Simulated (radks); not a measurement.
Q: Species: Te9+. Configuration: [Kr] 4d7. Calculated with a radial shooting solver on a logarithmic mesh with Libxc functionals: Dirac Kohn-Sham, LB94 model potential, spin-unpolarised, spherical densities, finite nucleus; open shells fill j = l - 1/2 first; Fermi nuclear charge, rms radius 4.7423 fm. Some entries of the table are withheld. Estimate them.

orbital,occ.,eigenvalue (Ry),<r^2> (bohr^2),r(max) (bohr)
1s1/2,2,-2346.064,0.001045,0.01793
2s1/2,2,-371.1213,0.01679,0.1014
2p1/2,2,-348.9561,0.01242,0.07778
2p3/2,4,-328.5581,0.01371,0.08253
3s1/2,2,-83.97911,0.1179,0.2928
3p1/2,2,-74.76320,0.1125,(1)
3p3/2,4,-70.97012,0.1205,(2)
3d3/2,4,-54.65249,(3),0.2353
3d5/2,6,-53.85146,(4),0.2384
4s1/2,2,-23.59435,0.6321,0.6934
4p1/2,2,(5),0.6862,0.7109
4p3/2,4,(6),0.7317,0.7348
4d3/2,4,-14.34334,0.8948,0.7789
4d5/2,3,-14.21173,0.9116,0.7869

A: 
(1) 3p1/2 r(max) (bohr): 0.2791
(2) 3p3/2 r(max) (bohr): 0.2897
(3) 3d3/2 <r^2> (bohr^2): 0.1016
(4) 3d5/2 <r^2> (bohr^2): 0.1039
(5) 4p1/2 eigenvalue (Ry): -20.37564
(6) 4p3/2 eigenvalue (Ry): -19.59941
